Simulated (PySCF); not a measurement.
# `CC(=C=CF)C#N`, C5H4FN

Geometry (Å), atoms numbered from 1 in this order:
```xyz
11

C    -2.0624   -0.8265   -0.0547
C    -0.9668    0.1983   -0.1832
C     0.3170   -0.0926   -0.2772
C     1.5829   -0.3828   -0.4273
F     2.4323   -0.5188    0.5857
C    -1.3668    1.5807   -0.2038
N    -1.7260    2.6829   -0.2197
H    -1.6429   -1.8400   -0.0544
H    -2.6230   -0.6681    0.8794
H    -2.7746   -0.7292   -0.8884
H     2.0474   -0.5358   -1.4077
```

Computed with TDDFT CAM-B3LYP/def2-TZVPD circular dichroism and optical rotation, one conformer, gas phase in PySCF 2.14.0. Geometry: PBE0-D3(BJ)/def2-SVP.

No stereocentre is labelled: unless the shape is locked (an allene, a helicene, a hindered biaryl), the mirror image is equally populated and a measured rotation or CD is zero.

Task: Draw the ECD and absorption spectra from the lowest 12 states, each a Gaussian of half-width 0.2 eV at 1/e height.

Result: 
| E (eV) | λ (nm) | Δε (L mol⁻¹ cm⁻¹) | ε (L mol⁻¹ cm⁻¹) |
| --- | --- | --- | --- |
| 4.13 | 300 | 0.00 | 0.12 |
| 4.23 | 293 | +0.01 | 1.14 |
| 4.33 | 286 | +0.05 | 6.57 |
| 4.43 | 280 | +0.16 | 22.9 |
| 4.53 | 273 | +0.33 | 48.6 |
| 4.63 | 268 | +0.43 | 62.4 |
| 4.73 | 262 | +0.33 | 48.6 |
| 4.83 | 256 | +0.16 | 22.9 |
| 4.93 | 251 | +0.05 | 6.57 |
| 5.03 | 246 | +0.01 | 1.14 |
| 5.13 | 241 | 0.00 | 0.12 |
| 5.23 | 237 | 0.00 | 0 |
| 5.33 | 232 | 0.00 | 0 |
| 5.43 | 228 | 0.00 | 0.2 |
| 5.53 | 224 | 0.00 | 4.8 |
| 5.63 | 220 | +0.04 | 69.9 |
| 5.73 | 216 | +0.32 | 617 |
| 5.83 | 212 | +1.61 | 3300 |
| 5.93 | 209 | +4.47 | 10700 |
| 6.03 | 205 | +6.29 | 21100 |
| 6.13 | 202 | +2.31 | 25300 |
| 6.23 | 199 | -4.59 | 18400 |
| 6.33 | 196 | -5.98 | 8200 |
| 6.43 | 193 | -2.10 | 2250 |
| 6.53 | 190 | +0.82 | 401 |
| 6.63 | 187 | +1.05 | 57.2 |
| 6.73 | 184 | +0.44 | 17.1 |
| 6.83 | 181 | +0.21 | 93.6 |
| 6.93 | 179 | +0.80 | 655 |
| 7.03 | 176 | +3.17 | 2920 |
| 7.13 | 174 | +7.14 | 8530 |
| 7.23 | 171 | +7.02 | 17800 |
| 7.33 | 169 | -4.23 | 29200 |
| 7.43 | 167 | -20.99 | 38000 |
| 7.53 | 165 | -27.34 | 39100 |
| 7.63 | 162 | -17.52 | 35800 |
| 7.73 | 160 | -0.74 | 33200 |
| 7.83 | 158 | +11.98 | 26700 |
| 7.93 | 156 | +15.74 | 15100 |
| 8.03 | 154 | +11.64 | 5690 |
| 8.13 | 152 | +5.25 | 1690 |
| 8.23 | 151 | +1.37 | 913 |
| 8.33 | 149 | +0.53 | 1040 |

Δε uses R in velocity form, ε uses f in length form. Only the states computed contribute, so the short-wavelength end is incomplete.
